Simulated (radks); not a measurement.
Question: Cr XIX, configuration [He] 2s2 2p2. Calculated with a radial shooting solver on a logarithmic mesh with Libxc functionals: Dirac Kohn-Sham, PBE, spin-unpolarised, spherical densities, finite nucleus; open shells are shared between the two j in proportion to 2j + 1; Fermi nuclear charge, rms radius 3.6452 fm. Some entries of the table are withheld. Estimate them.

orbital      occ.  eigenvalue (hartree)  r(max) (bohr)
1s1/2           2             -250.3153            (1)
2s1/2           2             -52.02265         0.2322
2p1/2    0.666667             -49.49931         0.1835
2p3/2     1.33333             -49.10384         0.1855
3s1/2           0             -21.15475         0.6165
3p1/2           0                   (2)         0.5854
3p3/2           0                   (3)         0.5890

Answer: 
(1) 1s1/2 r(max) (bohr): 0.04154
(2) 3p1/2 eigenvalue (hartree): -20.35466
(3) 3p3/2 eigenvalue (hartree): -20.25109
